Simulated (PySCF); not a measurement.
# Multinuclear NMR of C$_{7}$H$_{11}$FOSi

Geometry:
```
atom   x (Å)   y (Å)   z (Å)
  F1   1.632   2.215   0.539
  C2   1.552   0.867   0.843
  C3   2.768   0.132   0.275
  O4   2.454  -1.218   0.057
  C5   1.281  -1.347  -0.739
 Si6   0.079  -0.021  -0.037
  C7  -0.996   0.953  -1.218
  C8  -2.278   0.735  -0.943
  C9  -2.643  -0.196   0.169
 C10  -1.415  -0.531   1.028
 H11   1.529   0.809   1.935
 H12   3.627   0.143   0.948
 H13   3.047   0.624  -0.670
 H14   0.962  -2.383  -0.641
 H15   1.531  -1.166  -1.794
 H16  -0.686   1.606  -2.016
 H17  -3.091   1.181  -1.500
 H18  -3.440   0.241   0.774
 H19  -3.051  -1.108  -0.277
 H20  -1.426  -1.576   1.325
 H21  -1.445   0.058   1.943
```

Isolated molecule, one computed conformer, relativity neglected. GFN2-xTB geometry; NMR shieldings at PBE0/pcSseg-1/GIAO; PySCF 2.14.0 with density-fitted response routines.

(1) Predict the ¹⁹F NMR data.

(2) Where does ²⁹Si resonate?

(3) Predict the ¹⁷O NMR data.

Answers

(1) 
```tsv
atoms	environment	σ (ppm)	δ (ppm)
F1	fluorine on an sp3 carbon	441.3	-237.6
```

Shieldings were converted by a linear fit to measured shifts: ¹⁹F (scatter 6.0 ppm rms, 7.0 ppm with the 5 outliers that the fit left out vs CFCl3, solution or neat liquid, with a term for F on sp3 carbon). Occasional misses reach two or three times the rms, and more in compound classes unlike the fitted ones.

On a 400 MHz spectrometer ¹⁹F resonates near 376.4 MHz, so 1 ppm is 376.4 Hz.

(2) 
| atoms | environment | σ (ppm) | δ (ppm) |
| --- | --- | --- | --- |
| Si6 | silicon bonded to 4 C, in a 5-membered ring | 323.2 | 14.3 |

Shieldings were converted by a linear fit to measured shifts: ²⁹Si (scatter 8.9 ppm rms, 25.8 ppm with the 6 outliers that the fit left out vs TMS, solution or neat liquid). Occasional misses reach two or three times the rms, and more in compound classes unlike the fitted ones.

On a 400 MHz spectrometer ²⁹Si resonates near 79.5 MHz, so 1 ppm is 79.5 Hz.

(3) 
| atoms | environment | σ (ppm) | δ (ppm) |
| --- | --- | --- | --- |
| O4 | ether oxygen | 306.7 | -12.7 |

Shieldings were converted by a linear fit to measured shifts: ¹⁷O: δ = 266.70 − 0.911σ (rms 10.7 ppm, 155 shifts, 12.2 ppm with the 3 outliers that the fit left out vs liquid water, solution or neat liquid). Occasional misses reach two or three times the rms, and more in compound classes unlike the fitted ones.

On a 400 MHz spectrometer ¹⁷O resonates near 54.2 MHz, so 1 ppm is 54.2 Hz.
